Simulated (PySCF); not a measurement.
## GaO at LDA

Level: LDA. Ga pcseg-1, O pcseg-1; no relativity (PySCF 2.14).

```json
{
  "state": "²Σ⁺ (doublet), unpaired electrons σ ↑",
  "bond length": "3.213 bohr",
  "harmonic wavenumber": "787 cm⁻¹",
  "force constant": "4.74 mdyn/Å",
  "rotational constant Be": "0.4491 cm⁻¹",
  "anharmonicity ωexe": "4.69 cm⁻¹",
  "vibration–rotation constant αe": "0.00356 cm⁻¹",
  "well depth De to Ga + O": "5.55 eV",
  "dissociation energy D0": "5.50 eV",
  "bond order (Mayer)": "1.98",
  "dipole moment (positive dipole means Ga(−)O(+))": "-3.60 D"
}
```

Spin–orbit coupling is left out. The state was picked by a PBE0 search and need not be the measured ground state.
